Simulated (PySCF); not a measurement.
## Electron correlation in O²⁺ (oxygen, charge +2)

[He] 2s2 2p2, high-spin 3P determinant. Computed with PySCF 2.14 in cc-pVTZ (4s3p2d1f, 30 functions), with the non-relativistic Hamiltonian (point nucleus). Frozen: 1s2; 4 electrons correlated.

MP2 pair energies summed by pair of shells (mhartree):

| pair | energy | share (%) |
| --- | --- | --- |
| 2s-2p | -45.31 | 60.6 |
| 2s-2s | -21.90 | 29.3 |
| 2p-2p | -7.57 | 10.1 |

Total MP2 correlation energy: -74.79 mhartree.

Same-spin part -13.03 and opposite-spin part -61.76 mhartree; SCS-MP2 scales them by 1/3 and 6/5 to -78.45 mhartree.

```json
{"level": "CCSD", "correlation energy (mhartree)": "-96.44"}
{"level": "(T)", "correlation energy (mhartree)": "-1.31"}
{"level": "CCSD(T)", "correlation energy (mhartree)": "-97.75"}
```

Diagnostics: T1 = 0.0047, D1 = 0.0096, largest double amplitude 0.122.

Cost of the coupled-cluster step: 0.23 s of wall time on 1 thread of Neoverse-V2 (shared host), for 4 correlated electrons.

Iterations:

```
CC2 = 0
CCSD nocc = (np.int64(3), np.int64(1)), nmo = (29, 29)
frozen orbitals [[0], [0]]
max_cycle = 100
direct = 0
conv_tol = 1e-08
conv_tol_normt = 1e-06
diis_space = 8
diis_start_cycle = 0
Init t2, MP2 energy = -0.0747907197429296
Init E_corr(UCCSD) = -0.0747907197432363
cycle = 1  E_corr(UCCSD) = -0.0889910187953225  dE = -0.0142002991  norm(t1,t2) = 0.0366126
cycle = 2  E_corr(UCCSD) = -0.0932411208391087  dE = -0.00425010204  norm(t1,t2) = 0.0164061
cycle = 3  E_corr(UCCSD) = -0.0965008383537876  dE = -0.00325971751  norm(t1,t2) = 0.00809229
cycle = 4  E_corr(UCCSD) = -0.0964309794366985  dE = 6.98589171e-05  norm(t1,t2) = 0.000799727
cycle = 5  E_corr(UCCSD) = -0.0964450153385256  dE = -1.40359018e-05  norm(t1,t2) = 9.41585e-05
cycle = 6  E_corr(UCCSD) = -0.0964418158841664  dE = 3.19945436e-06  norm(t1,t2) = 1.40768e-05
cycle = 7  E_corr(UCCSD) = -0.096442868869521  dE = -1.05298535e-06  norm(t1,t2) = 3.05544e-06
cycle = 8  E_corr(UCCSD) = -0.0964426332515132  dE = 2.35618008e-07  norm(t1,t2) = 6.20551e-07
cycle = 9  E_corr(UCCSD) = -0.0964426501380137  dE = -1.68865005e-08  norm(t1,t2) = 7.03533e-08
cycle = 10  E_corr(UCCSD) = -0.0964426517647372  dE = -1.62672346e-09  norm(t1,t2) = 8.74476e-09
UCCSD converged
E(UCCSD) = -73.19646984280872  E_corr = -0.09644265176473717
UCCSD(T) correction = -0.00130856547755101
```
